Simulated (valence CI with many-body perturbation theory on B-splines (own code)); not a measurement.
Values are calculated unless marked as measured or tabulated.
S XII: magnetic and hyperfine properties of the levels

Method: relativistic CI+MBPT: three valence electrons over a frozen Dirac-Fock core [He], radial functions for each j: 11 s, 11 p, 9 d, 7 f, 5 g, 2 h, 1 i, with the one-electron correlation potential Σ1 (screened to all orders), the two-electron term Σ2, the three-electron term Σ3, Breit, model QED; selected single and double excitations, second order for the rest, scaled by the run's own slope (own B-spline code, finite nucleus).

No measured spectrum was set against this ion. As an estimate, levels of excited configurations hold to 0.05 to 0.15 % of their energy, terms of the ground configuration to about 0.5 %.

A/g_I is the dipole constant over the nuclear g factor μ/I (μ in nuclear magnetons, uniformly magnetised nucleus), B/Q the quadrupole constant per barn. Both hold the static response of the core; the bare values leave it out. Large factors of s and p1/2 electrons are usually good to 5 to 10 %; those of open d and f shells near neutrality can be off by tens of per cent, and small factors of p3/2, d and f electrons come from cancelling terms and can be off by a factor of two or in sign, in half-filled shells by more. B is blank for J = 1/2, where it vanishes, and for nearly pure S terms. Energies count from the lowest level.

Names give the largest LS component (configuration and term), which can be under half, so a name can repeat, a term be missing and a line seem to break the LS rules; names also repeat where a configuration has a term twice. Letters in brackets count levels of one name in rising energy.

```csv
Level,E (cm⁻¹),g,A/g_I (MHz),A/g_I bare,B/Q (MHz/b),B/Q bare
2s2.2p 2P°_1/2,0,0.664,29800,29100,,
2s2.2p 2P°_3/2,13134,1.333,5760,6300,10400,10400
2s.2p2 4P_1/2,193820,2.667,50300,50200,,
2s.2p2 4P_3/2,198610,1.733,23500,23600,8430,8500
2s.2p2 4P_5/2,205310,1.599,24800,24800,-10600,-10700
2s.2p2 2D_3/2,346780,0.800,-6600,-5750,14700,14800
2s.2p2 2D_5/2,347050,1.200,28400,27500,21000,21100
2s.2p2 2S_1/2,439790,1.883,90600,86700,,
2s.2p2 2P_1/2,464970,0.784,24100,22500,,
2s.2p2 2P_3/2,471630,1.332,-4200,-2740,-10700,-10700
2p3 4S°_3/2,610080,1.999,-2810,-32.7,,
2p3 2D°_3/2,689980,0.806,7060,6600,2910,2930
2p3 2D°_5/2,690500,1.199,9750,10300,-178,-179
2p3 2P°_1/2,774210,0.664,30000,28900,,
2p3 2P°_3/2,775970,1.328,4760,5680,-2600,-2620
2s2.3s 2S_1/2,2557100,2.002,27400,26500,,
2s2.3p 2P°_1/2,2653700,0.665,7000,6840,,
2s2.3p 2P°_3/2,2657300,1.334,3010,3120,3110,3130
2s2.3d 2D_3/2,2747200,0.799,957,949,494,512
2s2.3d 2D_5/2,2748100,1.200,305,310,698,723
2s.2p.3s 4P°_1/2,2758200,2.665,61400,59600,,
2s.2p.3s 4P°_3/2,2762400,1.731,38700,37800,-8720,-8790
2s.2p.3s 4P°_5/2,2770600,1.600,29200,28600,11000,11000
2s.2p.3s 2P°_1/2 [a],2805200,0.668,8290,8440,,
2s.2p.3s 2P°_3/2 [a],2814100,1.335,27400,27000,10600,10700
2s.2p.3p 4D_1/2,2844300,0.269,-9330,-8860,,
2s.2p.3p 4D_3/2,2848100,1.250,25900,25400,-4030,-4060
2s.2p.3p 2P_1/2 [a],2852100,0.405,-24200,-23500,,
2s.2p.3p 2P_3/2 [a],2853800,1.303,18800,18400,-3830,-3860
2s.2p.3p 4D_5/2,2854800,1.372,18500,18300,3630,3660
2s.2p.3p 4D_7/2,2862000,1.429,17700,17500,13900,14000
2s.2p.3p 4S_3/2,2872800,1.960,32600,32100,,
2s.2p.3p 4P_1/2,2883000,2.660,56600,55500,,
2s.2p.3p 4P_3/2,2887300,1.740,27500,27100,6070,6120
2s.2p.3p 4P_5/2,2890700,1.586,24000,23600,-4970,-5010
2s.2p.3p 2D_3/2 [a],2895800,0.812,2210,2220,10500,10600
2s.2p.3p 2D_5/2 [a],2904200,1.212,15600,15400,13300,13400
2s.2p.3d 4F°_3/2,2925600,0.409,-11300,-10900,4220,4270
2s.2p.3d 4F°_5/2,2928100,1.035,6710,6630,2980,3020
2s.2p.3p 2S_1/2 [a],2930000,1.996,40200,40300,,
```

Problem. Take the isotope of mass number 33, with I = 3/2, μ = 0.64325 μN and Q = -0.0694 b. What is the hyperfine structure of 2s2.2p 2P°_3/2?

Solution. From the table A = 2470 MHz, B = -719 MHz. Shifts from the centre of gravity in MHz: F = 0: -10200, F = 1: -6970, F = 2: -1310, F = 3: 5380.
